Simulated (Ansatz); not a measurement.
Input file for Ansatz (a program for electronic structure): R-wB97X-V/def2-TZVPP on H2O (SMILES O).

Ansatz 0.2 input:
```yaml
crystal:
  periodic: [false, false, false]
  atoms:
    - {symbol: O, position_ang: [-0.00000000, 0.00000000, 0.38961139]}
    - {symbol: H, position_ang: [0.00000000, 0.76498632, -0.19485569]}
    - {symbol: H, position_ang: [0.00000000, -0.76498632, -0.19485569]}
basis:
  gaussian:
    orbitals: def2-TZVPP
hamiltonian:
  xc: {name: wB97X-V}
scf: {lower_state_search: off}
```

Predict the final total energy.

-76.4344 hartree.
